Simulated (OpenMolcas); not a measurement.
**Ge I: CASPT2 settings compared**

```json
{
 "Program": "OpenMolcas",
 "Basis": "ANO-RCC-VDZ [5s4p1d]",
 "Scalar Hamiltonian": "DKH3, point nucleus",
 "Active space": "4 electrons in 4 orbitals (4s 4p)",
 "State averaging": "2S+1 = 3 even, 3 roots; 2S+1 = 1 even, 6 roots kept (CI in the orbitals of an earlier block); 2S+1 = 5 odd, 1 root",
 "Spin-orbit coupling": "state interaction with AMFI integrals over the reference wave functions, term energies averaged over their components"
}
```

Methods on the same reference wave functions:
A. CASSCF
B. SS-CASPT2, IPEA 0.4 Eh, no level shift (closed shells correlated: none)
C. SS-CASPT2, IPEA 0.1 Eh, imaginary shift 0.4 Eh (closed shells correlated: 3d)
D. SS-CASPT2, IPEA 0.1 Eh, real shift 0.3 Eh (closed shells correlated: 3s 3p 3d)

Energies in cm⁻¹ above 4s² 4p² ³P₀, the measured ground level; measured values from NIST Handbook of Basic Atomic Spectroscopic Data.

| Level | A | B | C | D | Measured |
| --- | --- | --- | --- | --- | --- |
| 4s² 4p² ³P₀ | 0.0 | 0.0 | 0.0 | 0.0 | 0.0 |
| 4s² 4p² ³P₁ | 472 | 476 | 476 | 476 | 557 |
| 4s² 4p² ³P₂ | 1228 | 1231 | 1231 | 1231 | 1410 |
| 4s² 4p² ¹D₂ | 9792 | 9548 | 9498 | 9493 | 7125 |
| 4s² 4p² ¹S₀ | 17521 | 16694 | 16616 | 16627 | 16367 |
| 4s 4p³ ⁵S°₂ | 30467 | 31626 | 32124 | 32169 | 41927 |

Deviations, from unrounded energies. A percentage is the sum of absolute deviations over the sum of measured energies, with the sign that they share, or ± where signs differ.

| Against measurement | Levels | A | B | C | D |
| --- | --- | --- | --- | --- | --- |
| mean absolute deviation (cm-1) | 5 | 3100 | 2700 | 2500 | 2500 |
| fine structure of the ground term (%) | 2 | -13.6 | -13.3 | -13.2 | -13.2 |
| other terms of the ground configuration (%) | 2 | +16.3 | +11.7 | +11.2 | +11.2 |
| other configurations (%) | 1 | -27.3 | -24.6 | -23.4 | -23.3 |

C, D lie about equally close to measurement and A furthest from it. The largest miss of D in the table is 4s 4p³ ⁵S°₂, by -9800 cm-1. The ranking rests on the paired levels alone, and a cruder setting can come out closer through cancelling errors.

Among B to D the level of the table that moves most is 4s 4p³ ⁵S°₂, by 540 cm-1 (lowest in B, highest in D).

From A to B the spin-free energies of the other terms of 4s² 4p² shown, above ³P, scale by factors of 0.95 to 0.97.

The lowest spin-free term lies below A's lowest term by 0.009 hartree in B, 0.014 hartree in C, 0.019 hartree in D.

Terms from blocks run as CI alone lack orbitals of their own. Terms of s pⁿ other than that of highest spin mix with s² pⁿ⁻² d, which this space lacks; all of them can be thousands of cm-1 off, and some have no real level of that name. Without dynamic correlation excited terms often stand tens of per cent too high (terms of higher spin than the ground term too low), and those without a measured partner can miss by more than the paired ones (holds for A). Some terms miss by over 15 % even with CASPT2, which points to a basis or an active space too small for the shells correlated (holds for B; C; D). Computed and measured levels are paired by configuration, term and J; levels that our copy of the source lacks, or whose pairing is in doubt (as where it misses far off the trend of its configuration), stay unpaired and out of the deviations. Levels of configurations outside the active space are missing.

° marks odd parity.
